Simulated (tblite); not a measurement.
C9H11N.
SMILES with atom numbers: `[N:1]#[C:2][C:3]1=[C:4]=[CH:5][CH2:6][CH2:7][CH2:8][CH2:9][CH2:10]1` (hydrogens: H11 on C5; H12, H13 on C6; H14, H15 on C7; H16, H17 on C8; H18, H19 on C9; H20, H21 on C10)

Cartesian coordinates in Å at the GFN2-xTB level; atoms count from 1:
```
atom  x, y, z in Å
N1     1.4097    3.6401    1.6418
C2     1.1123    2.7466    0.9860
C3     0.7731    1.6402    0.1836
C4    -0.4233    1.4596   -0.3195
C5    -1.4959    0.8648   -0.7347
C6    -2.0750   -0.2547    0.0927
C7    -1.1982   -1.5095   -0.0577
C8     0.2463   -1.3444    0.4397
C9     1.2332   -0.7174   -0.5683
C10    1.8449    0.6028   -0.0913
H11   -1.9646    1.1033   -1.6774
H12   -3.0903   -0.4801   -0.2347
H13   -2.1065    0.0318    1.1455
H14   -1.6701   -2.3098    0.5178
H15   -1.1883   -1.8226   -1.1043
H16    0.6131   -2.3380    0.7056
H17    0.2337   -0.7553    1.3584
H18    2.0538   -1.4130   -0.7550
H19    0.7313   -0.5497   -1.5225
H20    2.4041    0.4443    0.8351
H21    2.5478    0.9781   -0.8411
```

Level: GFN2-xTB in tblite, geometry and Hessian alike; calculated harmonic values, unscaled, isolated species. Errors from tens to a few hundred cm⁻¹ against measured bands are possible. One conformer, not necessarily the lowest.

Harmonic wavenumbers (cm⁻¹): 73.1, 107.3, 151.7, 176.1, 253.9, 260.7, 318.6, 338.1, 414.4, 450.7, 504.1, 529.1, 541.5, 572.0, 712.1, 766.3, 810.0, 841.0, 888.3, 914.3, 960.4, 1021.2, 1029.9, 1070.0, 1076.2, 1121.2, 1137.0, 1164.4, 1172.5, 1201.9, 1218.3, 1224.3, 1259.9, 1309.9, 1317.2, 1331.5, 1347.8, 1367.0, 1425.5, 1466.8, 1473.3, 1486.2, 1486.6, 1495.4, 2027.3, 2366.9, 2945.4, 2961.5, 2964.0, 2969.4, 2976.5, 2980.0, 2985.8, 2993.1, 2995.9, 2998.4, 3065.0.

A = 2309, B = 983.5, C = 791.0 MHz; mass 133.089 u (most abundant isotopes); point group C1, symmetry number 1.

Task: Zero-point energy?

Result: Half the sum of the wavenumbers: 38508 cm⁻¹ = 460.66 kJ/mol.

Task: What is S at 500 K and 1 bar for an ideal gas of classical rigid rotors and harmonic oscillators?

Result: Translation 180.60, rotation 130.18, vibration 189.84: S = 500.6 J/(mol K).

Task: And Cp and H(500 K) − H(0)?

Result: Cp = 249.18 J/(mol K), of which vibrations give 215.93 (their classical limit is 57 R = 473.9); H(500 K) − H(0) = 69.06 kJ/mol without the zero-point energy, 52.43 from vibrations.

Task: What must be added to the electronic energy to get the Gibbs energy at 500 K and 1 bar?

Result: ZPE + [H(500 K) − H(0)] − T·S = 460.66 + 69.06 − 250.31 = 279.41 kJ/mol.

Task: How do the functions run with temperature in this model?

Result: 
| T (K) | S (J/(mol K)) | Cp (J/(mol K)) | H − H(0) (kJ/mol) | G − H(0) (kJ/mol) | ln q(vib) |
| --- | --- | --- | --- | --- | --- |
| 150 | 312.6 | 92.0 | 8.87 | -38.02 | 1.92 |
| 250 | 369.9 | 136.8 | 20.27 | -72.19 | 4.13 |
| 298.15 | 395.9 | 159.8 | 27.41 | -90.63 | 5.25 |
| 400 | 449.7 | 207.7 | 46.16 | -133.71 | 7.72 |
| 600 | 549.2 | 283.9 | 95.77 | -233.75 | 12.75 |
| 900 | 679.6 | 357.9 | 192.99 | -418.65 | 20.22 |

q(vib) and H(0) count from the zero-point level.

Task: Blend soft modes into free rotors: weight 1/[1 + (100 cm⁻¹/ν̃)⁴] for the oscillator and the rest for a rotor with moment μB/(μ + B), μ = h/(8π²ν), B = 10⁻⁴⁴ kg m². What vibrational entropy results?

Result: 182.70 J/(mol K) in place of 189.84, which changes −T·S at 500 K by +3.57 kJ/mol.

Hindered rotation and anharmonicity are outside this model. Other conformers, if any are populated, would add a mixing term that is left out. The structure is chiral; the term R ln 2 for an equal mix with its mirror image is left out.
